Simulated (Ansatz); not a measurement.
**Molecular dynamics of BrCl₂H₂In**

Input file:

```yaml
crystal:
  periodic: [false, false, false]
  atoms:
    - { symbol: In, position_ang: [-0.485113, -0.135445, -0.399253] }
    - { symbol: H, position_ang: [1.022728, 0.965677, -0.497058] }
    - { symbol: Cl, position_ang: [-0.326998, -2.130749, -1.581957] }
    - { symbol: Cl, position_ang: [-2.4929, 0.968467, -0.006124] }
    - { symbol: H, position_ang: [1.270805, 0.609503, 0.545634] }
    - { symbol: Br, position_ang: [1.011478, -0.277353, 1.938758] }
basis:
  gaussian: { orbitals: def2-SVP }
hamiltonian:
  xc: pbe0
  dispersion: d4
md:
  timestep: 0.5
  n_steps: 200
  ensemble: nve
  temperature: 100.0
  initial_velocities: maxwell_boltzmann
  seed: 11478
```

Launched with:

```bash
$ ansatz run input.yaml --threads 2 --pin off --max-ram 3072MiB --backend cpu --events-out ev --progress --plain --runs-dir out
```

It starts at the highest image of a converged band, a first-order saddle point between two minima.

Output, in part (step lines, the closing report, with atoms numbered from 0):

```
md step     0: t =     0.00 fs  T =   100.0 K  F+E_penalty+E_count = -100267.59075491 eV  E_kin = 0.051704 eV  conserved = -100267.53905091 eV  (26 SCF iters)
md step     1: t =     0.50 fs  T =    99.1 K  F+E_penalty+E_count = -100267.59028658 eV  E_kin = 0.051237 eV  conserved = -100267.53904993 eV  (25 SCF iters)
md step     2: t =     1.00 fs  T =    97.0 K  F+E_penalty+E_count = -100267.58919808 eV  E_kin = 0.050152 eV  conserved = -100267.53904578 eV  (24 SCF iters)
md step     3: t =     1.50 fs  T =    93.8 K  F+E_penalty+E_count = -100267.58756148 eV  E_kin = 0.048523 eV  conserved = -100267.53903880 eV  (25 SCF iters)
md step     4: t =     2.00 fs  T =    89.9 K  F+E_penalty+E_count = -100267.58549347 eV  E_kin = 0.046464 eV  conserved = -100267.53902942 eV  (25 SCF iters)
md step     5: t =     2.50 fs  T =    85.3 K  F+E_penalty+E_count = -100267.58314690 eV  E_kin = 0.044128 eV  conserved = -100267.53901873 eV  (25 SCF iters)
md step     6: t =     3.00 fs  T =    80.6 K  F+E_penalty+E_count = -100267.58069845 eV  E_kin = 0.041691 eV  conserved = -100267.53900729 eV  (23 SCF iters)
md step     7: t =     3.50 fs  T =    76.1 K  F+E_penalty+E_count = -100267.57833660 eV  E_kin = 0.039341 eV  conserved = -100267.53899589 eV  (24 SCF iters)
[... lines left out ...]
Total energy: -100268.04933446 eV, -3684.7828489164 hartree
Atom 0 at    -0.496548     0.010799    -0.714534 Å, force     0.115203     0.070535    -0.129210 eV/Å
Atom 1 at     0.679529     1.165062    -1.268422 Å, force    -0.130044    -0.239804     0.192125 eV/Å
Atom 2 at    -0.396418    -2.257470    -1.324247 Å, force    -0.052179     0.138723     0.074271 eV/Å
Atom 3 at    -2.496804     0.778976     0.238353 Å, force     0.008774    -0.089552    -0.003177 eV/Å
Atom 4 at     1.550008     0.607638     1.227101 Å, force     0.159428     0.017480     0.202335 eV/Å
Atom 5 at     1.061248    -0.349701     2.170137 Å, force    -0.101182     0.102618    -0.336345 eV/Å
Dipole moment:     0.600043     0.371616     0.108967 e Å
```

The steps, from the saved trajectory:

| time (fs) | T (K) | potential energy less start (eV) | conserved less start (meV/atom) |
| --- | --- | --- | --- |
| 0.0 | 100 | 0.000 | 0.00 |
| 3.0 | 81 | 0.010 | 0.01 |
| 6.0 | 67 | 0.017 | 0.01 |
| 9.0 | 98 | 0.001 | 0.01 |
| 12.0 | 141 | -0.021 | 0.01 |
| 15.0 | 194 | -0.049 | 0.01 |
| 18.0 | 277 | -0.091 | -0.01 |
| 21.0 | 329 | -0.118 | 0.01 |
| 24.0 | 399 | -0.155 | -0.02 |
| 27.0 | 413 | -0.162 | 0.01 |
| 30.0 | 480 | -0.197 | -0.01 |
| 33.0 | 505 | -0.209 | 0.01 |
| 36.0 | 524 | -0.219 | -0.01 |
| 39.0 | 511 | -0.212 | 0.00 |
| 42.0 | 520 | -0.217 | 0.00 |
| 45.0 | 529 | -0.222 | 0.00 |
| 48.0 | 534 | -0.225 | 0.00 |
| 51.0 | 548 | -0.231 | 0.00 |
| 54.0 | 554 | -0.235 | 0.01 |
| 57.0 | 598 | -0.258 | -0.01 |
| 60.0 | 611 | -0.264 | 0.01 |
| 63.0 | 663 | -0.291 | -0.01 |
| 66.0 | 698 | -0.309 | 0.02 |
| 69.0 | 784 | -0.354 | -0.02 |
| 72.0 | 825 | -0.375 | 0.02 |
| 75.0 | 913 | -0.421 | -0.02 |
| 78.0 | 937 | -0.433 | 0.01 |
| 81.0 | 1006 | -0.469 | -0.02 |
| 84.0 | 1021 | -0.476 | 0.02 |
| 87.0 | 1052 | -0.492 | -0.02 |
| 90.0 | 1015 | -0.473 | 0.02 |
| 93.0 | 1033 | -0.482 | -0.01 |
| 96.0 | 999 | -0.465 | 0.01 |
| 99.0 | 988 | -0.459 | -0.01 |

All steps were run. The conserved energy stayed within 0.021 meV per atom of its start (net change -0.013 meV per atom), so the integration is sound. The system heated up, since it started high on the potential surface and ran downhill. A run of 0.1 ps of so small a system gives no equilibrium averages. The orbitals stay closed-shell, which can raise the energy where a bond breaks towards radicals; this wasn't checked here.

The step under study would form In1–Br6, H2–H5 and break In1–H2, H5–Br6. These pairs go: In1–Br6 2.78 → 3.30 Å, H2–H5 1.13 → 2.70 Å, In1–H2 1.87 → 1.74 Å, H5–Br6 1.67 → 1.43 Å. In the last frame they stand as before the step (other bonds may differ from the relaxed reactants and products). Also parted: In1–H5 2.13 → 2.88 Å. It ends as BrH + Cl2HIn by the count below, though a long contact still joins these pieces: In1–Br6, 3.30 Å. Pairs count as bonded within 1.25 times the sum of covalent radii (0.12 Å more for H–H).

Last frame:

```xyz
6
Properties=species:S:1:pos:R:3
In -0.496 0.011 -0.715
H 0.679 1.165 -1.268
Cl -0.396 -2.257 -1.324
Cl -2.497 0.779 0.238
H 1.550 0.608 1.227
Br 1.061 -0.350 2.170
```

Time of the run: 6.2 min on 2 threads of Intel(R) Xeon(R) 6975P-C (Granite Rapids), on a shared host, peak memory 0.3 GiB.
